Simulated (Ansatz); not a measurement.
`[SiH3]C1[SiH2]S1` + H–F → `FC1[SiH2]S1` + SiH₄  (substitution at a C–Si bond)

Computed with Ansatz on PBE0-D4/def2-TZVP structures; ΔE is electronic, products minus reactants. CBS: MP2 limit from def2 TZ/QZ plus the TZ coupled-cluster correction, frozen cores. This one scheme is used for every species.

```json
{"species": "`[SiH3]C1[SiH2]S1`", "CCSD(T)/def2-SVP energy (Eh)": "-1016.94885"}
{"species": "H–F", "CCSD(T)/def2-SVP energy (Eh)": "-100.13914"}
{"species": "`FC1[SiH2]S1`", "CCSD(T)/def2-SVP energy (Eh)": "-825.75327"}
{"species": "SiH₄", "CCSD(T)/def2-SVP energy (Eh)": "-291.30187"}
```

Problem. Work out ΔE.

Solution. ΔE = (-825.75327) + (-291.30187) − (-1016.94885) − (-100.13914) = 0.03285 Eh = +86.2 kJ/mol. CCSD(T)/CBS gives +115.1 kJ/mol.

Largest T1 diagnostic among the species: 0.014.

At CCSD(T), def2-SVP lies −28.9 kJ/mol from the extrapolated value and def2-TZVPP −6.5 kJ/mol. In def2-TZVPP, CCSD(T) changes the Hartree–Fock value by +20.7 kJ/mol (the triples alone add +1.5 kJ/mol) and MP2 by +36.6 kJ/mol.
